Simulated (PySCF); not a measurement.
Compound: C₄H₉PSi₂.
Structure used (GFN2-xTB), in Å, numbered top down from 1:
```xyz
16
C4H9PSi2 angstrom
C     -0.4123   -2.1529    1.7654
C     -0.5923   -1.5602    0.7344
Si    -0.7847   -0.6240   -0.8568
C     -1.5225    1.0676   -0.4710
C     -2.0571    1.4085    0.6899
P      1.1624   -0.2585   -1.9242
Si     2.4309    0.5707   -0.2889
H     -0.2747   -2.6761    2.6685
H     -1.6335   -1.4210   -1.7582
H     -1.4831    1.8042   -1.2652
H     -2.1151    0.7085    1.5075
H     -2.4609    2.3920    0.8792
H      1.6102   -1.5589   -1.8119
H      2.4161   -0.2439    0.9274
H      3.7953    0.6464   -0.8116
H      1.9138    1.9065    0.0041
```

Method used: TDDFT B3LYP/def2-SVPD, vertical, gas phase, core orbitals frozen in the response in PySCF.

Transition dipole moments from the ground state, in atomic units and in the frame of the coordinates above (overall signs are arbitrary), for the states with f of 0.002 or more among the lowest 7:

```json
{"state": "S1", "E (eV)": "5.304", "μx": "0.397", "μy": "-0.023", "μz": "-0.362"}
{"state": "S2", "E (eV)": "5.620", "μx": "-0.418", "μy": "-0.261", "μz": "0.573"}
{"state": "S3", "E (eV)": "5.787", "μx": "0.004", "μy": "-0.027", "μz": "-0.437"}
{"state": "S4", "E (eV)": "6.032", "μx": "-0.084", "μy": "0.039", "μz": "0.175"}
{"state": "S5", "E (eV)": "6.189", "μx": "-0.468", "μy": "-0.084", "μz": "-0.052"}
{"state": "S6", "E (eV)": "6.267", "μx": "0.243", "μy": "0.003", "μz": "0.208"}
{"state": "S7", "E (eV)": "6.304", "μx": "0.102", "μy": "-0.311", "μz": "-0.109"}
```

(1) Work out the oscillator strengths.

(2) Which bond between heavy atoms lies closest to the direction of the S2 transition dipole?

(3) What angle do the transition dipoles of S5 and S6 make?

(4) What peak molar absorption coefficient would the strongest computed level give as a lone Gaussian band 0.4 eV wide at half height?

Results:

(1) f = (2/3) ΔE |μ|² with ΔE in hartree (27.2114 eV).

| state | \|μ\|² (au) | \|μ\| (D) | f |
| --- | --- | --- | --- |
| S1 | 0.289 | 1.37 | 0.038 |
| S2 | 0.571 | 1.92 | 0.079 |
| S3 | 0.191 | 1.11 | 0.027 |
| S4 | 0.039 | 0.50 | 0.006 |
| S5 | 0.229 | 1.22 | 0.035 |
| S6 | 0.103 | 0.81 | 0.016 |
| S7 | 0.119 | 0.88 | 0.018 |

(2) Si3–P6, at 27° from it; next C4–C5 at 37°.

(3) |cos θ| = |μa·μb| / (|μa| |μb|) = 0.82, so θ ≈ 35° (taken between 0 and 90°, since the signs are arbitrary).

(4) ε(max) = 2.175×10⁸ f / FWHM, with the width in cm⁻¹. S2: 2.175×10⁸ × 0.0786 / 3226 ≈ 5300 L mol⁻¹ cm⁻¹.

One conformer stands for the species.
